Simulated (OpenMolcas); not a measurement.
5s2 5p4 along the 52-electron sequence

```json
{"Program": "OpenMolcas", "Method": "SS-CASPT2, IPEA 0.25 Eh, imaginary shift 0.1 Eh", "Basis": "ANO-R2", "Scalar Hamiltonian": "X2C, finite nucleus", "Spin-orbit coupling": "RASSI with atomic mean-field integrals over the reference wave functions, term energies averaged over their components"}
```

Active space for each ion: 4 electrons in 3 orbitals (5p); closed shells correlated by CASPT2: 4d 5s.

Computed levels in cm-1 above 3P2:

```json
{"Level": "3P1", "Te": "4310", "I+": "6330", "Xe2+": "8710"}
{"Level": "3P0", "Te": "4610", "I+": "6240", "Xe2+": "7900"}
{"Level": "1D2", "Te": "10850", "I+": "13630", "Xe2+": "16680"}
{"Level": "1S0", "Te": "23630", "I+": "29270", "Xe2+": "35280"}
{"Level": "weight of 3P in the lowest level (%)", "Te": "94", "I+": "92", "Xe2+": "90"}
```

Measured, with the error of the calculation in %. Measured levels: Te, I+ from NIST Handbook of Basic Atomic Spectroscopic Data; Xe2+ from Saloman, J. Phys. Chem. Ref. Data 33, 765 (2004).

```
Level            Te            I+          Xe2+
  3P1   4751 (-9.2)  7087 (-10.7)  9794 (-11.0)
  3P0   4706 (-2.1)   6448 (-3.3)   8130 (-2.8)
  1D2  10558 (+2.8)  13727 (-0.7)  17099 (-2.5)
  1S0  23198 (+1.9)  29501 (-0.8)  36103 (-2.3)
```

The fine-structure level 3P0 changes by a factor of 1.71 from Te to Xe2+. Its fourth root runs 8.24, 8.89, 9.43, with steps per unit of Z of 0.65, 0.54; equal steps would mean a (Z - σ)^4 law with constant σ.

1D2 changes by a factor of 1.54 over the same range, with steps per unit of Z of +2780, +3050 cm-1.

Term energies are means over components that CASPT2 splits; among the terms shown or strongly mixed into the levels shown the widest spread is 160 cm-1 (5s2 5p4 1D, Xe2+). With the s shell closed, the reference lacks s² → p² mixing. Measured partners are found by configuration, term and J. A level has none where our copy of the source lacks it or the pairing is in doubt (some pairs that miss far off the trend of their configuration count as doubtful), and it then counts in no deviation. Only configurations of the active space appear.
